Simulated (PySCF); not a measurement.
Record of a relaxation.

Species: C₅H₆F₂.
Numbering: `[CH3:1][C@H:2]1[CH:3]=[CH:4][C:5]1([F:6])[F:7]` (hydrogens: H8, H9, H10 on C1; H11 on C2; H12 on C3; H13 on C4)

Computed by this run: PySCF 2.14.0, PBE0-D3(BJ)/def2-SVP geometry optimisation, gas phase; density fitting, grid level 1; the optimiser is geomeTRIC in internal coordinates, started from a GFN2-xTB structure with every atom displaced at random (about 0.01 Å). The frame can shift and turn from step to step; on so coarse a grid that alone can change the energy by a few meV, and forces under 0.02 eV/Å are noise.

Step 0: E = -10695.8372 eV, largest atomic force 5.415 eV/Å
```
atom  x, y, z in Å  |  force x, y, z in eV/Å
C1     -1.542    0.153    0.428   -0.229   1.695  -0.283
C2     -0.365    0.032   -0.494    0.355  -0.229   0.676
C3      0.708    1.080   -0.381    1.697  -1.323   0.604
C4      1.709    0.242    0.028   -5.251  -0.214  -1.306
C5      0.749   -0.955   -0.030    0.793   0.390   0.109
F6      0.513   -1.583    1.151   -0.042   0.235  -0.237
F7      1.085   -1.930   -0.904   -0.137   0.151  -0.026
H8     -2.143   -0.725    0.397   -0.757  -1.078   0.050
H9     -2.181    1.018    0.116    0.255  -0.466   0.105
H10    -1.244    0.356    1.457    0.182  -0.095   0.295
H11    -0.681   -0.169   -1.510   -0.178  -0.173  -0.684
H12     0.710    2.141   -0.548   -0.143   0.734  -0.170
H13     2.686    0.324    0.280    3.455   0.374   0.868
```

Step 1: E = -10695.9006 eV, largest atomic force 1.631 eV/Å
```
atom  x, y, z in Å  |  force x, y, z in eV/Å
C1     -1.402   -0.220    0.855   -0.454   0.001   0.025
C2     -0.467    0.204   -0.255    0.017  -0.087  -0.403
C3      0.668    1.140    0.132   -0.211   0.434  -1.150
C4      1.651    0.355   -0.341    1.033   0.014   1.262
C5      0.694   -0.727   -0.742   -0.456   0.315   0.048
F6      0.799   -1.913   -0.136    0.095  -0.340   0.340
F7      0.635   -0.978   -2.067    0.095  -0.060  -0.172
H8     -2.006   -1.113    0.609    0.152   0.184  -0.101
H9     -2.108    0.599    1.117    0.232  -0.229  -0.234
H10    -0.852   -0.440    1.772    0.254  -0.165   0.231
H11    -1.009    0.485   -1.181   -0.110   0.264   0.357
H12     0.632    2.191    0.453    0.126  -0.324   0.352
H13     2.762    0.403   -0.226   -0.772  -0.004  -0.555
```

Step 2: E = -10696.0364 eV, largest atomic force 0.578 eV/Å
```
atom  x, y, z in Å  |  force x, y, z in eV/Å
C1     -1.387   -0.231    0.847   -0.028  -0.010   0.240
C2     -0.480    0.230   -0.267    0.278  -0.103  -0.290
C3      0.667    1.166    0.079   -0.134   0.309  -0.269
C4      1.654    0.350   -0.317    0.100  -0.196   0.534
C5      0.672   -0.720   -0.718    0.015   0.181  -0.189
F6      0.762   -1.895   -0.070   -0.049  -0.075   0.112
F7      0.645   -1.007   -2.041    0.046  -0.099   0.023
H8     -1.983   -1.110    0.556    0.031   0.033  -0.056
H9     -2.086    0.572    1.127   -0.023  -0.005  -0.002
H10    -0.812   -0.496    1.749    0.003  -0.038  -0.063
H11    -1.054    0.548   -1.155   -0.051   0.028   0.081
H12     0.649    2.195    0.448    0.065  -0.053   0.167
H13     2.750    0.385   -0.247   -0.252   0.028  -0.287
```

Step 3: E = -10696.0621 eV, largest atomic force 0.333 eV/Å
```
atom  x, y, z in Å  |  force x, y, z in eV/Å
C1     -1.372   -0.235    0.840    0.025   0.027   0.079
C2     -0.476    0.245   -0.281   -0.153   0.066   0.021
C3      0.662    1.197    0.062   -0.061  -0.321  -0.063
C4      1.634    0.346   -0.296    0.131   0.031   0.130
C5      0.662   -0.721   -0.708    0.015   0.223  -0.147
F6      0.724   -1.884   -0.025   -0.026   0.035   0.004
F7      0.664   -1.045   -2.023    0.017  -0.030   0.130
H8     -1.959   -1.105    0.516   -0.046  -0.035   0.005
H9     -2.073    0.555    1.143   -0.031   0.032   0.037
H10    -0.782   -0.531    1.723   -0.035   0.006  -0.064
H11    -1.069    0.575   -1.150   -0.037  -0.055  -0.051
H12     0.661    2.212    0.468    0.015  -0.013  -0.001
H13     2.721    0.377   -0.278    0.187   0.034  -0.079
```

Step 4: E = -10696.0692 eV, largest atomic force 0.261 eV/Å
```
atom  x, y, z in Å  |  force x, y, z in eV/Å
C1     -1.379   -0.233    0.841    0.022   0.026  -0.036
C2     -0.482    0.245   -0.284    0.048   0.025   0.084
C3      0.663    1.184    0.060    0.028   0.077   0.103
C4      1.650    0.349   -0.295   -0.255  -0.055  -0.017
C5      0.666   -0.713   -0.706    0.059  -0.069  -0.172
F6      0.722   -1.872   -0.016   -0.001  -0.028   0.052
F7      0.674   -1.049   -2.015    0.001  -0.007   0.030
H8     -1.973   -1.099    0.514   -0.032  -0.012   0.012
H9     -2.078    0.558    1.153    0.019   0.011   0.003
H10    -0.787   -0.539    1.717   -0.006  -0.004  -0.002
H11    -1.077    0.572   -1.153    0.029  -0.031  -0.038
H12     0.662    2.195    0.475   -0.007   0.044  -0.005
H13     2.738    0.389   -0.301    0.095   0.023  -0.014
```

Step 5: E = -10696.0713 eV, largest atomic force 0.087 eV/Å
```
atom  x, y, z in Å  |  force x, y, z in eV/Å
C1     -1.381   -0.233    0.841    0.003   0.002  -0.026
C2     -0.480    0.242   -0.281    0.007  -0.014   0.051
C3      0.662    1.183    0.068   -0.004   0.028   0.005
C4      1.646    0.349   -0.297   -0.040  -0.025   0.021
C5      0.669   -0.716   -0.708    0.014   0.008  -0.086
F6      0.730   -1.876   -0.018   -0.006   0.001   0.029
F7      0.675   -1.050   -2.018   -0.001  -0.015   0.032
H8     -1.983   -1.096    0.518   -0.011   0.008   0.002
H9     -2.074    0.565    1.151    0.009   0.009   0.008
H10    -0.793   -0.539    1.718    0.001  -0.008  -0.001
H11    -1.071    0.567   -1.155    0.020  -0.009  -0.016
H12     0.660    2.195    0.481   -0.001   0.002   0.001
H13     2.737    0.395   -0.307    0.009   0.012  -0.019
```

Step 6: E = -10696.0722 eV, largest atomic force 0.038 eV/Å
```
atom  x, y, z in Å  |  force x, y, z in eV/Å
C1     -1.383   -0.233    0.840   -0.008   0.000  -0.017
C2     -0.479    0.240   -0.280   -0.013  -0.022   0.028
C3      0.662    1.182    0.072   -0.006   0.007  -0.021
C4      1.646    0.351   -0.299    0.038  -0.002   0.001
C5      0.671   -0.717   -0.708   -0.007   0.020  -0.015
F6      0.733   -1.875   -0.013    0.001   0.005   0.013
F7      0.677   -1.055   -2.016   -0.003  -0.016   0.016
H8     -1.994   -1.089    0.515   -0.003   0.012  -0.003
H9     -2.067    0.570    1.153    0.006   0.005   0.009
H10    -0.797   -0.548    1.716    0.002  -0.007  -0.002
H11    -1.066    0.564   -1.156    0.011   0.002  -0.007
H12     0.658    2.194    0.485    0.000  -0.007   0.001
H13     2.736    0.402   -0.319   -0.017   0.003  -0.004
```

Step 7: E = -10696.0729 eV, largest atomic force 0.053 eV/Å
```
atom  x, y, z in Å  |  force x, y, z in eV/Å
C1     -1.386   -0.234    0.839   -0.010   0.004  -0.004
C2     -0.477    0.238   -0.278   -0.013  -0.019   0.006
C3      0.661    1.182    0.074   -0.002  -0.002  -0.027
C4      1.646    0.353   -0.301    0.049   0.014  -0.017
C5      0.673   -0.718   -0.707   -0.009   0.014   0.036
F6      0.739   -1.872   -0.005    0.004   0.009   0.003
F7      0.678   -1.063   -2.011   -0.005  -0.015  -0.005
H8     -2.008   -1.079    0.508    0.000   0.010  -0.005
H9     -2.058    0.575    1.160    0.004   0.000   0.006
H10    -0.802   -0.564    1.710    0.002  -0.006  -0.002
H11    -1.061    0.563   -1.156    0.003   0.004  -0.001
H12     0.657    2.193    0.489    0.000  -0.007   0.001
H13     2.736    0.411   -0.332   -0.021  -0.006   0.010
```

Step 8: E = -10696.0735 eV, largest atomic force 0.047 eV/Å
```
atom  x, y, z in Å  |  force x, y, z in eV/Å
C1     -1.388   -0.236    0.837   -0.005   0.009   0.006
C2     -0.477    0.237   -0.276   -0.004  -0.005  -0.012
C3      0.661    1.182    0.075   -0.001  -0.002  -0.017
C4      1.647    0.356   -0.304    0.027   0.015  -0.022
C5      0.675   -0.718   -0.704   -0.004   0.003   0.047
F6      0.745   -1.868    0.004    0.003   0.007   0.000
F7      0.677   -1.070   -2.007   -0.004  -0.012  -0.012
H8     -2.021   -1.070    0.500   -0.001   0.004  -0.004
H9     -2.050    0.579    1.169    0.003  -0.001   0.002
H10    -0.806   -0.580    1.705    0.001  -0.005  -0.002
H11    -1.057    0.563   -1.156   -0.003   0.000   0.002
H12     0.655    2.193    0.491    0.000  -0.003   0.001
H13     2.737    0.418   -0.341   -0.011  -0.009   0.013
```

Step 9: E = -10696.0738 eV, largest atomic force 0.028 eV/Å
```
atom  x, y, z in Å  |  force x, y, z in eV/Å
C1     -1.389   -0.236    0.837    0.001   0.009   0.009
C2     -0.477    0.236   -0.275    0.004   0.006  -0.017
C3      0.661    1.182    0.074   -0.001   0.001  -0.007
C4      1.648    0.358   -0.307    0.000   0.008  -0.014
C5      0.676   -0.718   -0.703    0.001  -0.005   0.028
F6      0.749   -1.866    0.009    0.000   0.004   0.003
F7      0.676   -1.075   -2.004   -0.002  -0.009  -0.007
H8     -2.030   -1.063    0.494   -0.002   0.001  -0.002
H9     -2.044    0.581    1.175    0.002   0.000   0.000
H10    -0.808   -0.592    1.700    0.000  -0.003  -0.002
H11    -1.055    0.562   -1.156   -0.005  -0.005   0.002
H12     0.654    2.193    0.490    0.001   0.000   0.000
H13     2.737    0.421   -0.344    0.001  -0.006   0.007
```

Step 10: E = -10696.0739 eV, largest atomic force under 0.02 eV/Å
```
atom  x, y, z in Å  |  force x, y, z in eV/Å
C1     -1.389   -0.236    0.837    0.004   0.007   0.005
C2     -0.477    0.236   -0.276    0.004   0.008  -0.014
C3      0.661    1.183    0.072   -0.001   0.002  -0.002
C4      1.648    0.359   -0.308   -0.008   0.001  -0.005
C5      0.676   -0.718   -0.702    0.003  -0.006   0.009
F6      0.751   -1.865    0.010   -0.002   0.001   0.006
F7      0.676   -1.076   -2.003    0.000  -0.007   0.001
H8     -2.033   -1.059    0.492   -0.002   0.000   0.000
H9     -2.041    0.582    1.179    0.001   0.001   0.000
H10    -0.808   -0.597    1.698    0.000  -0.001  -0.001
H11    -1.056    0.561   -1.157   -0.004  -0.006   0.001
H12     0.653    2.194    0.489    0.001   0.001  -0.001
H13     2.737    0.421   -0.342    0.005  -0.002   0.002
```

Q: Summarise the path.

A: The energy falls by 5.46 kcal/mol from step 0 to step 10; nine tenths of that is first reached at step 3. It falls at every step. The largest force goes from 5.415 to under 0.02 eV/Å. Among the bonds C4–H13 changes most, from 1.012 to 1.092 Å; the atoms move by 0.037 Å rms after alignment.

Q: Follow the three bonds and two angles with the largest change from start to end.

A: 
| step | E above end (kcal/mol) | largest force (eV/Å) | C4–H13 (Å) | C1–H8 (Å) | C4–C5 (Å) | C4–C3–H12 (°) | H9–C1–H10 (°) |
| --- | --- | --- | --- | --- | --- | --- | --- |
| 0 | 5.46 | 5.415 | 1.012 | 1.065 | 1.535 | 130.6 | 106.0 |
| 1 | 4.00 | 1.631 | 1.118 | 1.106 | 1.499 | 133.3 | 105.7 |
| 2 | 0.87 | 0.578 | 1.099 | 1.101 | 1.507 | 133.2 | 107.4 |
| 3 | 0.27 | 0.333 | 1.087 | 1.099 | 1.501 | 133.6 | 108.3 |
| 4 | 0.11 | 0.261 | 1.089 | 1.100 | 1.504 | 132.6 | 108.4 |
| 5 | 0.06 | 0.087 | 1.091 | 1.100 | 1.503 | 132.9 | 108.3 |
| 6 | 0.04 | 0.038 | 1.092 | 1.100 | 1.503 | 132.9 | 108.3 |
| 7 | 0.02 | 0.053 | 1.092 | 1.100 | 1.503 | 132.9 | 108.2 |
| 8 | 0.01 | 0.047 | 1.092 | 1.100 | 1.503 | 132.9 | 108.2 |
| 9 | 0.00 | 0.028 | 1.092 | 1.100 | 1.503 | 132.9 | 108.2 |
| 10 | 0.00 | under 0.02 | 1.092 | 1.100 | 1.503 | 132.9 | 108.2 |

The cost below is that of the whole optimisation. The run took 68 s of wall time on one thread, Arm Neoverse V2 (aarch64), no GPU, shared host with 32 logical CPUs at a one-minute load of 30, and the process peaked at 0.51 GiB of memory.
